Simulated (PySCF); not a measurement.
# Two-component Hartree-Fock for Cd(23+) (cadmium, charge +23)

Start: [Ar] 3d7; 3d3/2 filled at m_j = -3/2, -1/2, +1/2, +3/2; 3d5/2 filled at m_j = +1/2, +3/2, +5/2. Calculated with PySCF 2.14 in an uncontracted even-tempered set (17 s from 3 bohr⁻², ratio 2.8; 12 p from 3.8 bohr⁻², ratio 2.8; 8 d from 3.8 bohr⁻², ratio 2.8; 3 f from 16 bohr⁻², ratio 3): generalised Hartree-Fock with the X2C-1e Hamiltonian and a Gaussian nucleus; one run each with spin-orbit coupling (SO) switched off, then screened by Boettger's factors.

```json
{"spinor shell": "1s1/2", "electrons": "2", "ε, spin-free (eV)": "-27676.6", "ε, screened SO (eV)": "-27674.1", "weight of nominal j (screened SO)": "1.000", "rms radius, screened SO (bohr)": "0.0348"}
{"spinor shell": "2s1/2", "electrons": "2", "ε, spin-free (eV)": "-4885.2", "ε, screened SO (eV)": "-4884.1", "weight of nominal j (screened SO)": "1.000", "rms radius, screened SO (bohr)": "0.142"}
{"spinor shell": "2p1/2", "electrons": "2", "ε, spin-free (eV)": "-4463.0", "ε, screened SO (eV)": "-4599.9", "weight of nominal j (screened SO)": "1.000", "rms radius, screened SO (bohr)": "0.123"}
{"spinor shell": "3s1/2", "electrons": "2", "ε, spin-free (eV)": "-1523.1", "ε, screened SO (eV)": "-1522.8", "weight of nominal j (screened SO)": "1.000", "rms radius, screened SO (bohr)": "0.368"}
{"spinor shell": "3p1/2", "electrons": "2", "ε, spin-free (eV)": "-1379.4", "ε, screened SO (eV)": "-1412.5", "weight of nominal j (screened SO)": "0.976", "rms radius, screened SO (bohr)": "0.359"}
{"spinor shell": "3p3/2", "electrons": "4", "ε, spin-free (eV)": "-1379.4", "ε, screened SO (eV)": "-1363.8", "weight of nominal j (screened SO)": "0.988", "rms radius, screened SO (bohr)": "0.369"}
{"spinor shell": "3d3/2", "electrons": "4", "ε, spin-free (eV)": "-1179.1", "ε, screened SO (eV)": "-1184.0", "weight of nominal j (screened SO)": "0.792", "rms radius, screened SO (bohr)": "0.335"}
{"spinor shell": "3d5/2", "electrons": "3", "ε, spin-free (eV)": "-1179.1", "ε, screened SO (eV)": "-1173.9", "weight of nominal j (screened SO)": "0.778", "rms radius, screened SO (bohr)": "0.337"}
```

Where does 2p3/2 lie, and what is the 2p spin-orbit splitting (screened SO)?

At -4399.2 eV, 200.67 eV above 2p1/2.

| quantity | spin-free | screened SO |
| --- | --- | --- |
| E (hartree) | -5309.84804 | -5311.21038 |
| M_J | 9/2 | 9/2 |
| ⟨J²⟩ | 24.751 | 24.751 |
| ⟨L²⟩ | 12.001 | 13.345 |
| ⟨S²⟩ | 3.750 | 3.285 |

Each row is a mean over spinors that exchange with the open shell spreads, by up to 28.346 eV (3p3/2).

Rows whose weight is well below 1 are mixtures of j = l ± 1/2: exchange outweighs spin-orbit coupling there, and the label is only the starting occupation.

Breit and QED terms are absent; they matter most for the inner s and p1/2 levels.

Densities and radii are taken from the X2C orbitals without a picture-change correction, which distorts them close to the nucleus.

Without spin-orbit coupling the j labels of p, d and f shells carry no meaning; the spin-free column gives the mean over the occupied spinors of each nl shell.
